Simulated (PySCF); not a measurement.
Potential energy surface of C3, singlet: symmetric bend, bond length relaxed. Scanned: C-C-C angle. Other coordinates (C-C bond length) were minimised at B3LYP/def2-TZVP.

The free coordinates were minimised at B3LYP/def2-TZVP in PySCF; the energy column is CCSD(T) on RHF/cc-pVTZ, 3 core orbitals frozen (PySCF), in kJ/mol.

```
a / °  C-C bond length / Å      E
-----  -------------------  -----
180                  1.287   0.00
170                  1.287   0.13
160                  1.288   0.43
150                  1.288   0.90
140                  1.289   1.59
130                  1.290   2.70
120                  1.292   4.59
110                  1.294   7.92
100                  1.297  14.02
90                   1.300  25.30
80                   1.308  46.38
```
